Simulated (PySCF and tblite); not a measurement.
The numbers below are computed, except where a source is named.
F3HSeSi, numbered as in [F:1][Si:2]([F:3])([F:4])[SeH:5].

Search: ETKDG, UFF, GFN2-xTB, 60 starts; geometries at GFN2-xTB. Weights use PBE0-D3(BJ)/pcSseg-1 energies plus GFN2-xTB zero-point and thermal terms (modes under about 100 cm⁻¹ blended into free rotors). Symmetry numbers and mirror images are counted. Conformers within 3 kcal/mol (GFN2-xTB free energy) were kept, 10 at most. GIAO shieldings: PBE0/pcSseg-1. Shifts are against TMS (¹H), CFCl3 (¹⁹F), TMS (²⁹Si), Me2Se (⁷⁷Se) at the same level. (PySCF 2.14, tblite 0.8.)

Task: Predict the averaged NMR shifts at 298.15 K.

Result: ¹H: 1.08 (H5, 1H) ppm. ¹⁹F: -124.6 (F1/F3/F4) ppm. ²⁹Si: -42.2 (Si2) ppm. ⁷⁷Se: -460.2 (Se5) ppm.

Spin–orbit effects of the heavy atoms on shieldings are missing. Unscaled ¹⁹F and ²⁹Si shifts at such levels can be off by tens of ppm; differences between conformers or isomers are more reliable. Shifts are unscaled: against experiment ¹³C can be off by 15 ppm or more and ¹H by 0.8 ppm.
